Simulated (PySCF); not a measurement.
C₃H₈SSi, SMILES C(C=C)[SiH2]S at its GFN2-xTB optimised geometry (Å):

```
13

C      1.6458    -1.1971     1.0712
C      0.8990    -0.9867     0.0000
C     -0.5883    -0.9867     0.0000
Si    -1.2748     0.7977     0.0000
S     -0.4845     1.8062     1.7231
H      2.7209    -1.1629     1.0335
H      1.2096    -1.4400     2.0275
H      1.3665    -0.7516    -0.9477
H     -0.9624    -1.5175     0.8767
H     -0.9620    -1.4985    -0.8862
H     -2.7209     0.8084     0.1613
H     -0.8419     1.5175    -1.1945
H      0.6067     1.0576     1.8290
```

Calculation: PBE0/def2-TZVP (PySCF 2.14.0). Cells within 0.4 Å of a nucleus heavier than hydrogen are left out (blank, or x).

Map of the electron localisation function on the plane z = 0.8 Å:

```
|0000000000000000000000000|
|0000000000000000000000000|
|0000000000000000000000000|
|0000000000233200000000000|
|0000000002567630000000000|
|0000000003688752000000000|
|0000000014788752000000000|
|0001220026888641000000000|
|0006985238887531000000000|
|0039999547985320000000000|
|0049999722663100000000000|
|0039999621320001321000000|
|0007997224520047743330000|
|0001320025542378767996000|
|0000000037853378479999200|
|0000000289983266x79999300|
|0000000599992157579998100|
|0000000499970047656773000|
|0000000168720035532210000|
|0000000001100013321000000|
|0000000000000001100000000|
|0000000000000000000000000|
|0000000000000000000000000|
|0000000000000000000000000|
|0000000000000000000000000|
```
Scale: ten equal steps from 0.000 (start of '0') to 0.998 (end of '9'), in the order '0123456789'; x runs from -5.00 to 5.00, y from -5.00 (bottom) to 5.00 (top).
